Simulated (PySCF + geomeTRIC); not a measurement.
Species: H3GaO2S, SMILES `[OH][Ga]([OH])[SH]` (charge 0, multiplicity 1).

### Question
Give a relaxed geometry from B3LYP-D3(BJ)/def2-TZVP (PySCF + geomeTRIC).

### Answer
This is not unique; one that fits is the end point of this relaxation, one of several conformers (outside a Z-matrix the atoms follow the SMILES, hydrogens last).
Z-matrix (Å, degrees):
```
Ga
O 1 1.7864
H 2 0.9634 1 112.87
O 1 1.7908 2 116.52 3 -0.28
H 4 0.9621 1 114.98 2 -179.73
S 1 2.1997 2 119.38 3 179.71
H 6 1.3452 1 92.40 2 -0.15
```
